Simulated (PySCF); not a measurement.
Two species compared at the same levels of theory.

First species: C6H11PS2.
Cartesian coordinates in Å at the PBE0-D3(BJ)/def2-SVP level; atoms count from 1:
```
atom  x, y, z in Å
C1     3.2527   -0.3044   -0.2419
C2     2.1189   -0.1411    0.4396
P3     0.5229   -0.0902   -0.4097
S4     0.5908   -0.3093   -2.3506
C5    -0.2556    1.4846    0.1211
C6    -1.7213    1.5272   -0.2896
S7    -2.7542    0.3119    0.5794
C8    -1.9671   -1.2252    0.0162
C9    -0.5087   -1.3506    0.4360
H10    3.2203   -0.4097   -1.3331
H11    4.2254   -0.3371    0.2585
H12    2.1088   -0.0355    1.5315
H13   -0.1496    1.5931    1.2132
H14    0.3152    2.2870   -0.3742
H15   -2.1627    2.5049   -0.0436
H16   -1.8108    1.3822   -1.3787
H17   -2.0511   -1.3076   -1.0799
H18   -2.5674   -2.0334    0.4605
H19   -0.4024   -1.2337    1.5275
H20   -0.0961   -2.3288    0.1398
```

Second species: C₇H₉N.
Geometry (PBE0-D3(BJ)/def2-SVP, Å), atoms numbered from 1 in this order:
```xyz
17
C7H9N angstrom
C     -2.006   -1.052   -0.217
C     -0.575   -0.626   -0.080
C      0.469   -1.551   -0.108
C      1.801   -1.167    0.034
C      2.098    0.183    0.209
C      1.077    1.127    0.236
C     -0.265    0.742    0.093
N     -1.281    1.679    0.174
H     -2.608   -0.723    0.647
H     -2.091   -2.145   -0.292
H     -2.480   -0.626   -1.120
H      0.222   -2.609   -0.244
H      2.597   -1.914    0.009
H      3.134    0.510    0.323
H      1.314    2.186    0.372
H     -2.142    1.453   -0.307
H     -1.002    2.643    0.044
```

Levels: CAM-B3LYP/def2-SVPD for HOMO energy, LUMO energy, HOMO–LUMO gap and static isotropic polarisability; TDDFT CAM-B3LYP/def2-SVPD for lowest singlet excitation; TDA CAM-B3LYP/def2-SVPD for lowest triplet excitation (Tamm–Dancoff); ΔSCF CAM-B3LYP/def2-SVPD for vertical ionisation energy. Geometries: PBE0-D3(BJ)/def2-SVP. Each structure is a single optimised conformer of the isolated species, non-relativistic unless stated. Electronic properties by PySCF.

The conformers computed, where there is a choice (atom-mapped SMILES and torsion angles):
- `[CH3:1][c:2]1[cH:3][cH:4][cH:5][cH:6][c:7]1[NH2:8]`: H–N8–C7–C6 155°, H–N8–C7–C6 19°

The conformers of `C=CP1(=S)CCSCC1` aren't listed.

(1) Which of the two has the higher S1 energy, and by how much?

(2) Which of the two has the higher T1 energy, and by how much?

(3) Which has the higher HOMO–LUMO gap?

(4) Which of the two has the higher LUMO energy, and by how much?

(5) Which has the higher static isotropic polarisability?

(6) Which has the higher vertical ionisation energy?

(7) Which has the higher HOMO energy?

Answers

(1) The first: 5.02 eV against 4.94 eV, a difference of 0.08 eV.

(2) The first: 4.27 eV against 3.86 eV, a difference of 0.41 eV.

(3) The second: 8.13 eV against 7.86 eV, a difference of 0.27 eV.

(4) The second: 1.08 eV against 0.14 eV, a difference of 0.94 eV.

(5) The first: 132.9 au against 91.1 au, a difference of 41.8 au.

(6) The first: 8.39 eV against 7.72 eV, a difference of 0.67 eV.

(7) The second: -7.05 eV against -7.72 eV, a difference of 0.67 eV.

On the first: S1 lies 2.84 eV below the HOMO–LUMO gap; its leading configuration is HOMO−1→LUMO, weight 0.87. The polarisability is 19.70 Å³ as a volume (1 au = 0.148185 Å³), or 1.41 au for each of the 94 electrons.

On the second: S1 lies 3.19 eV below the HOMO–LUMO gap; its leading configuration is HOMO→LUMO, weight 0.83. The principal polarisabilities are 56.8, 101.9 and 114.7 au; their mean is the isotropic value.
